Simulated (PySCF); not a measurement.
## A search over the determinants of GaF

Unrestricted PBE0; Ga pcseg-1, F pcseg-1; no relativity (PySCF 2.14). Outer shells of the fragments: Ga 3d10 4s2 4p1; F 2s2 2p5.

Followed along the bond (rough minima from three points):

| 2Ms+1 | unpaired | ⟨S²⟩ at the start | R at minimum (Å) | Te (eV) |
| --- | --- | --- | --- | --- |
| 1 | none | 0.00 | 1.82 | 0.00 |
| 3 | σ ↑, π ↑ | 2.00 | 1.80 | 3.89 |

Solutions found at the starting distance of 1.820 Å, counted from the lowest of them; the search is not exhaustive and high or unbound solutions are not listed, so other states can lie among these:

```json
{"2Ms+1": "1", "unpaired": "none", "term": "¹Σ⁺", "E (eV)": "0.00", "⟨S²⟩": "0.00", "⟨Lz²⟩": "0.00", "μ (D)": "-2.43"}
{"2Ms+1": "3", "unpaired": "σ ↑, π ↑", "term": "³Π", "E (eV)": "3.89", "⟨S²⟩": "2.00", "⟨Lz²⟩": "1.00", "μ (D)": "-2.56"}
{"2Ms+1": "1", "unpaired": "σ ↑, π ↓", "term": "mixed", "E (eV)": "4.60", "⟨S²⟩": "1.01", "⟨Lz²⟩": "1.00", "μ (D)": "-2.26"}
{"2Ms+1": "3", "unpaired": "σ ↑↑", "term": "³Σ⁺", "E (eV)": "6.31", "⟨S²⟩": "2.00", "⟨Lz²⟩": "0.00", "μ (D)": "-1.90"}
{"2Ms+1": "3", "unpaired": "π ↑↑", "term": "mixed", "E (eV)": "7.61", "⟨S²⟩": "2.01", "⟨Lz²⟩": "2.01", "μ (D)": "2.32"}
{"2Ms+1": "3", "unpaired": "π ↑↑", "term": "mixed", "E (eV)": "7.75", "⟨S²⟩": "2.01", "⟨Lz²⟩": "2.01", "μ (D)": "2.38"}
{"2Ms+1": "3", "unpaired": "σ ↑, π ↑", "term": "³Π", "E (eV)": "9.42", "⟨S²⟩": "2.00", "⟨Lz²⟩": "1.00", "μ (D)": "2.33"}
```

A term symbol is given only where ⟨S²⟩ and ⟨Lz²⟩ are close to those of a pure state; real π, δ and φ orbitals otherwise mix terms. A positive dipole means Ga(−)F(+).

Counting both spins, an empty level lies below a filled one in some of these solutions, because spin and occupation are held.
